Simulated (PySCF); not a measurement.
# Reading the logs of faulty runs: ClH3NSi

All numbers below are calculated, not measured. The program is PySCF 2.14.0, an open-source quantum chemistry code, run on an isolated molecule that a program drew, which may never have been made. The molecule is ClH3NSi (charge 0, doublet), drawn as the SMILES string `N[SiH]Cl`.

Each row is a Hartree-Fock (HF) and frozen-core CCSD(T) single point in the cc-pV(D+d)Z basis, meant for a local HF minimum. Run 1 is clean. Each other run has one planted mistake out of seven kinds, and not every kind appears here: one electron removed, one electron added, multiplicity raised by two, geometry at a saddle point, minimal basis STO-3G, one bond length entered in bohr, all coordinates scaled. The reference is restricted for singlets and unrestricted otherwise, and also for a bond in bohr. Adding or removing an electron swaps singlet and doublet. Electrons count all cores. HOMO and LUMO are orbital energies over both spins, the gradient is its largest component, and the lowest frequency (negative if imaginary) is given only where the gradient is small. Bond lengths are over the 5 bonds as drawn. T1 is the CCSD diagnostic: over 0.02 (restricted) or 0.045 (unrestricted) a single reference is doubtful.

Geometry of the clean run:
```xyz
6
ClH3NSi, angstrom
N     0.2139   -1.7581   -2.0149
Si   -0.3059   -1.6710   -0.3950
Cl   -2.3842   -1.5445   -0.1516
H     0.3136   -0.9217   -2.5614
H    -0.0400   -2.5362   -2.5938
H     0.2609   -0.4450    0.1996
```

```
run,electrons,basis functions,<S^2>,HOMO (eV),LUMO (eV),gradient (hartree/bohr),lowest frequency (cm^-1),mean bond (Å),longest bond (Å),T1,HF (hartree),CCSD(T) (hartree),mistake
1,41,75,0.753,-9.19,1.57,3.7e-05,231,1.4564,2.096,0.0128,-804.68150,-805.11574,no fault
2,41,75,3.761,-3.16,-0.72,1.1e-01,-,1.4564,2.096,0.0208,-804.44527,-804.86139,multiplicity raised by two
3,40,75,0.000,-17.55,-7.32,7.0e-02,-,1.4564,2.096,0.0229,-804.37620,-804.81754,one electron removed
4,41,75,0.754,-9.57,1.08,3.4e-02,-,1.5278,2.199,0.0144,-804.66916,-805.10877,all coordinates scaled
5,41,26,0.752,-7.12,4.94,2.2e-02,-,1.4564,2.096,0.0120,-795.68962,-795.79022,?
```

**Which mistake was planted in run 5, and what did it cost?**

It has 26 basis functions where the clean run has 75, with the same electrons and geometry. So the mistake is: minimal basis STO-3G. Subtracting run 1 and multiplying by 627.51 kcal/mol a hartree, the energy moved by 5642.5 kcal/mol in HF and 5851.9 kcal/mol in CCSD(T).

Cautions from the logs. Run 3: T1 is over the limit, so its CCSD(T) energy is less reliable.
